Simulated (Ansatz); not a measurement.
Consider the formal exchange of groups at the Sb–N bond: `C=[N][SbH2]` + CH₄ → `[CH3][SbH2]` + `C=N`.

Gas-phase electronic energies from Ansatz, PBE0-D4/def2-TZVP geometries. CBS: MP2 limit from def2 TZ/QZ plus the TZ coupled-cluster correction, frozen cores. This one scheme is used for every species. def2 core potentials past Kr. For Sb outer-core shells are correlated without core-valence functions, which leaves a few kJ/mol of doubt a bond.

`C=[N][SbH2]`:

Cartesian coordinates in Å:
```
C -0.571 0.489 -1.029
N 0.264 0.930 -0.200
Sb 0.486 0.033 1.642
H -0.699 1.012 -1.986
H -1.200 -0.404 -0.890
H 2.015 -0.613 1.234
H -0.295 -1.447 1.229
```

CH₄:

Cartesian coordinates in Å:
```
C 0.000 0.000 0.000
H 0.619 -0.326 0.835
H -0.360 -0.871 -0.547
H 0.591 0.628 -0.666
H -0.849 0.569 0.377
```

`[CH3][SbH2]`:

```xyz
7

C     0.585    0.501   -0.411
Sb   -1.268    0.000    0.583
H     0.357    0.862   -1.414
H     1.076    1.297    0.147
H     1.241   -0.364   -0.473
H    -0.501   -0.842    1.859
H    -1.490   -1.454   -0.291
```

`C=N`:

Cartesian coordinates in Å:
```
C -0.114 0.370 -0.051
N -0.331 -0.871 0.005
H 0.864 0.843 0.100
H -0.948 1.041 -0.265
H 0.528 -1.383 0.211
```

| species | CCSD(T)/CBS(def2) energy (Eh) |
| --- | --- |
| `C=[N][SbH2]` | -335.12055 |
| CH₄ | -40.46206 |
| `[CH3][SbH2]` | -281.05548 |
| `C=N` | -94.52360 |

**Question.** Work out ΔE.

**Answer.** ΔE = (-281.05548) + (-94.52360) − (-335.12055) − (-40.46206) = 0.00353 Eh = +0.10 eV.

**Question.** What do rigid-rotor, harmonic-oscillator terms from PBE0-D4/def2-TZVP frequencies (298.15 K, 1 bar) make of the CCSD(T)/CBS value? (An estimate is asked.)

**Answer.** Computed: ΔZPE = +0.04 eV, ΔH = +0.13 eV, ΔS = 25 J/(mol·K), ΔG = +0.05 eV.

Largest T1 diagnostic among the species: 0.015.

From PBE to PBE0 (25 % exact exchange), in def2-TZVPP and without D4, ΔE moves by −0.06 eV. Leaving LDA and LC-ωPBE aside and taking each functional with its dispersion term where it has one, the values, not all of them listed here, spread over 0.15 eV, from PBE-QIDH to BLYP-D4.
